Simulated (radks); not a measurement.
Results of a calculation; reference values are marked as such.
Question: Ionisation of Sb, [Kr] 4d10 5s2 5p3, to Sb+, [Kr] 4d10 5s2 5p2, under several functionals. Dirac Kohn-Sham, spin-unpolarised, spherical densities, point nucleus; open shells fill j = l - 1/2 first; a radial shooting solver on a logarithmic mesh with Libxc functionals. The NIST Atomic Spectra Database gives 8.608 eV (measured). Rank these functionals by the error of their Delta-SCF ionisation energy: BP86; RPBE; LDA (Slater exchange, VWN5 correlation); HCTH/407.

Answer: From best to worst: LDA (Slater exchange, VWN5 correlation) 8.147 eV (-0.462); BP86 8.101 eV (-0.508); HCTH/407 8.061 eV (-0.548); RPBE 7.905 eV (-0.703). Spin polarisation and multiplet splitting are left out, so open shells lie too high by an amount that depends on their filling.

Beside tabulated values, note that spin-unpolarised runs miss the spin-polarisation part of the exchange energy of open shells.
